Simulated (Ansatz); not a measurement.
Cost and result for the atomization energy of `CC(Cl)[SiH2]Cl` (11 atoms, 10 bonds).

```tsv
atom	x (Å)	y (Å)	z (Å)
C1	-0.975	0.076	-1.053
C2	-0.544	-0.179	0.372
Cl3	-0.788	-1.910	0.818
Si4	1.283	0.084	0.727
Cl5	1.768	2.045	0.313
H6	-2.032	-0.161	-1.192
H7	-0.394	-0.524	-1.756
H8	-0.823	1.132	-1.296
H9	-1.154	0.392	1.074
H10	1.573	-0.169	2.154
H11	2.085	-0.786	-0.161
```

Charge 0, multiplicity 1. The structure was optimised at the PBE0-D4/def2-TZVP level. It is one conformer, not always the lowest. Program: Ansatz. All runs use 4 threads of an Arm Neoverse V2 on a shared host. Times are those of one run each, without the atoms' runs, and a repeat can differ threefold. Electronic energies, without spin–orbit coupling; frozen cores. CCSD(T)/CBS adds CCSD(T) − MP2 in def2-TZVPP to the MP2 limit, and its time is that of the two runs behind it. T1 = 0.009. B3LYP takes the VWN-RPA correlation (the form of Gaussian; ORCA's B3LYP/G).

CCSD(T)/CBS is a level of theory with its own doubt, some kJ/mol a heavy atom from the limit and from the frozen cores, so smaller differences don't rank the functionals.

```json
{"level": "BLYP-D4/def2-TZVPP", "functions": "272", "wall time": "2.1 s", "atomization (kJ/mol)": "3789.6", "difference from CCSD(T)/CBS": "-50.0", "per bond": "-5.0"}
{"level": "PBE-D4/def2-TZVPP (with forces)", "functions": "272", "wall time": "2.7 s", "atomization (kJ/mol)": "3883.3", "difference from CCSD(T)/CBS": "43.7", "per bond": "4.4"}
{"level": "PBE0-D4/def2-TZVPP", "functions": "272", "wall time": "3.6 s", "atomization (kJ/mol)": "3847.6", "difference from CCSD(T)/CBS": "8.0", "per bond": "0.8"}
{"level": "CCSD(T)/def2-SVP", "functions": "112", "wall time": "4.4 s", "atomization (kJ/mol)": "3615.9", "difference from CCSD(T)/CBS": "-223.7", "per bond": "-22.4"}
{"level": "r2SCAN-D4/def2-TZVPP (with forces)", "functions": "272", "wall time": "5.5 s", "atomization (kJ/mol)": "3849.0", "difference from CCSD(T)/CBS": "9.4", "per bond": "0.9"}
{"level": "B3LYP-D4/def2-TZVPP (with forces)", "functions": "272", "wall time": "6 s", "atomization (kJ/mol)": "3817.9", "difference from CCSD(T)/CBS": "-21.7", "per bond": "-2.2"}
{"level": "B2PLYP/def2-TZVPP", "functions": "272", "wall time": "6 s", "atomization (kJ/mol)": "3778.8", "difference from CCSD(T)/CBS": "-60.8", "per bond": "-6.1"}
{"level": "PBE-QIDH/def2-TZVPP", "functions": "272", "wall time": "6 s", "atomization (kJ/mol)": "3828.8", "difference from CCSD(T)/CBS": "-10.8", "per bond": "-1.1"}
{"level": "B97M-V/def2-TZVPP", "functions": "272", "wall time": "10 s", "atomization (kJ/mol)": "3855.0", "difference from CCSD(T)/CBS": "15.4", "per bond": "1.5"}
{"level": "ωB97M-V/def2-TZVPP (with forces)", "functions": "272", "wall time": "13 s", "atomization (kJ/mol)": "3852.5", "difference from CCSD(T)/CBS": "12.9", "per bond": "1.3"}
{"level": "MP2/def2-QZVPP", "functions": "504", "wall time": "23 s", "atomization (kJ/mol)": "3852.1", "difference from CCSD(T)/CBS": "12.5", "per bond": "1.2"}
{"level": "CCSD(T)/def2-TZVPP", "functions": "272", "wall time": "2.8 min", "atomization (kJ/mol)": "3739.2", "difference from CCSD(T)/CBS": "-100.4", "per bond": "-10.0"}
{"level": "CCSD(T)/CBS(def2)", "functions": "–", "wall time": "3.2 min", "atomization (kJ/mol)": "3839.6", "difference from CCSD(T)/CBS": "0.0", "per bond": "0.0"}
```

In def2-TZVPP, CCSD(T) changes the Hartree–Fock value by +856.6 kJ/mol (the triples alone add +53.2 kJ/mol) and MP2 by +910.3 kJ/mol; breaking electron pairs costs correlation energy, which Hartree–Fock lacks. Leaving LDA and LC-ωPBE aside and taking each functional with its dispersion term where it has one, the values, not all of them listed here, spread over 137.0 kJ/mol, from BHLYP-D4 to PBE-D4. LDA lies +485.6 kJ/mol from PBE without D4, its usual overbinding. From r2SCAN to r2SCAN0 (25 % exact exchange), in def2-TZVPP and without D4, the atomization energy moves by −37.9 kJ/mol: exact exchange takes away binding that semilocal exchange gives to molecules.
